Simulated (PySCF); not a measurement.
# How methods differ on the excitation energy of Ir²⁺

Ir²⁺ [Xe] 4f14 5d7 (4F) → Ir²⁺ [Xe] 4f14 5d6 6p1 (high-spin determinant), as a difference of total energies. Computed with PySCF 2.14 in x2c-TZVPPall, with the spin-free X2C one-electron Hamiltonian (Gaussian nucleus). Correlated levels: valence: [Xe] 4f14 frozen; valence and next inner shell: [Kr] 4d10 4f14 frozen. The calculations carry no spin-orbit coupling.

```
                                method  excitation energy (eV)
                                   UHF                   8.705
                                   LDA                   9.344
                                   PBE                   9.204
                                  PBE0                   9.308
                                r2SCAN                   9.296
                             CAM-B3LYP                   9.537
                                   M06                   9.844
                                 M06-L                   9.665
                         MP2 (valence)                   9.414
                     SCS-MP2 (valence)                   9.818
    MP2 (valence and next inner shell)                   9.268
SCS-MP2 (valence and next inner shell)                   9.527
```

**Question.** How much does correlation contribute at MP2 (valence and next inner shell)?

**Answer.** 9.268 − (8.705) = 0.563 eV, measured against UHF.

A first-order spin-orbit estimate (lowest level to lowest level, LS coupling) adds 0.679 eV.

The basis was made for the ground configuration and has no added diffuse functions, so the excitation energy can come out too high.

The determinant of the upper state mixes LS terms, which raises its energy above the lowest term, most at the Hartree-Fock and MP2 levels.
